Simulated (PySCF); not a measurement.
Two-component Hartree-Fock for I (iodine, neutral)

Start: [Kr] 4d10 5s2 5p5; 5p1/2 filled at m_j = -1/2, +1/2; 5p3/2 filled at m_j = -1/2, +1/2, +3/2. Calculated with PySCF 2.14 in x2c-TZVPall-2c with one added diffuse shell each of s, p, d, f type (9s10p6d3f, 90 functions): generalised Hartree-Fock with the X2C-1e Hamiltonian and a Gaussian nucleus; one run each with spin-orbit coupling (SO) switched off, then screened by Boettger's factors.

```tsv
spinor shell	electrons	ε, spin-free (eV)	ε, screened SO (eV)	weight of nominal j (screened SO)	rms radius, screened SO (bohr)
1s1/2	2	-33334.2	-33330.3	1.000	0.0311
2s1/2	2	-5250.0	-5248.9	1.000	0.127
2p1/2	2	-4705.1	-4912.8	1.000	0.109
2p3/2	4	-4705.1	-4611.3	1.000	0.115
3s1/2	2	-1102.4	-1102.0	1.000	0.334
3p1/2	2	-921.59	-961.73	1.000	0.327
3p3/2	4	-921.59	-903.21	1.000	0.338
3d3/2	4	-651.26	-658.22	1.000	0.311
3d5/2	6	-651.26	-646.16	1.000	0.314
4s1/2	2	-211.14	-210.96	1.000	0.787
4p1/2	2	-151.92	-159.77	1.000	0.826
4p3/2	4	-151.92	-148.18	1.000	0.855
4d3/2	4	-62.755	-63.751	0.998	0.988
4d5/2	6	-62.755	-61.858	0.999	0.999
5s1/2	2	-23.922	-23.863	1.000	2.15
5p1/2	2	-10.993	-11.778	0.907	2.59
5p3/2	3	-10.993	-10.557	0.938	2.71
```

```tsv
quantity	spin-free	screened SO
E (hartree)	-7111.65292	-7113.79936
M_J	3/2	3/2
⟨J²⟩	3.765	3.765
⟨L²⟩	2.011	2.039
⟨S²⟩	0.754	0.781
```

Each row is a mean over spinors that exchange with the open shell spreads, by up to 2.391 eV (5s1/2).

Breit and QED terms are absent; they matter most for the inner s and p1/2 levels.

Densities and radii are taken from the X2C orbitals without a picture-change correction, which distorts them close to the nucleus.

Without spin-orbit coupling the j labels of p, d and f shells carry no meaning; the spin-free column gives the mean over the occupied spinors of each nl shell.
